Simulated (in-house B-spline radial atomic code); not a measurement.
# How G0W0 and RPA depend on the start: In XXXVIII (In37+)

Configuration [Ne] 3s2. Computed with an all-electron radial atomic-structure program (B-spline basis): all electrons, non-relativistic, point nucleus, each spin shell either full or empty, empty states to l = 9 with an (l + 1/2)⁻⁴ tail; G0W0 by contour deformation at full frequency.

Without relativity these are model numbers: it shifts the levels of so heavy an element strongly and can reorder them.

```
          start  mean-field 3s (eV)  G0W0 (eV)  QP weight  RPA correlation (Eh)
   Hartree-Fock            -2473.16   -2478.94      0.986              -0.89982
            PBE            -2446.60          ?          ?                     ?
           PBE0            -2453.59   -2479.98      0.978              -0.98352
         PBEsol            -2445.79          ?          ?                     ?
B3LYP (VWN-RPA)            -2452.76   -2480.08      0.977              -0.99178
```

Task: What G0W0 level, weight and RPA correlation energy follow from the PBE start?

Result: G0W0 level -2480.41 eV, weight 0.974, RPA correlation -1.0254 hartree.

Task: What G0W0 level, weight and RPA correlation energy follow from the PBEsol start?

Result: G0W0 level -2480.43 eV, weight 0.974, RPA correlation -1.026 hartree.

Task: How much of the dependence on the start does G0W0 remove?

Result: The mean-field levels span 27.4 eV and the G0W0 levels 1.49 eV. Against 2555 ± 3 eV (NIST, semi-empirical) the G0W0 removal energies are off by -76.06 to -74.57 eV, with relativity, Breit and QED terms left out.
